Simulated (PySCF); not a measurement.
# C₆ coefficients of unlike pairs at PBE

Calculated with PySCF 2.14 from the dipole response of each species, C₆(A,B) = (3/π) ∫ α_A(iu) α_B(iu) du, in atomic units, from isotropic polarisabilities. For ions this is the dispersion term alone; charge-induced terms of lower order in 1/R come first.

```tsv
species	configuration	basis	relativity	α (bohr³)	C₆ (like pair)
S³⁺	[Ne] 3s2 3p1 (2P)	aug-cc-pV(Q+d)Z with one added diffuse shell each of s, p, d, f, g type (8s7p6d4f3g)	none	5.338	14.15
Ca⁺	[Ar] 4s1 (2S)	dyall-av2z (17s13p4d)	none	80.75	590.2
P²⁺	[Ne] 3s2 3p1 (2P)	aug-cc-pV(T+d)Z (6s5p4d2f)	none	9.213	33.22
Se³⁺	[Ar] 3d10 4s2 4p1 (2P)	aug-cc-pwCVTZ-PP with ECP10MDF (8s7p6d4f1g)	core potential	6.495	22.96
```

Task: Estimate C₆ for Ca⁺ with S³⁺.

Result: The integral gives 70.81. The combination rule 2 C_A C_B / (C_A α_B/α_A + C_B α_A/α_B) gives 66.00 and the geometric mean 91.40.

No spin-orbit coupling is included.

The other pairs:

| pair | C₆ |
| --- | --- |
| Se³⁺, S³⁺ | 17.98 |
| Se³⁺, Ca⁺ | 87.81 |
| P²⁺, S³⁺ | 21.53 |
| Se³⁺, P²⁺ | 27.17 |
| P²⁺, Ca⁺ | 115.3 |
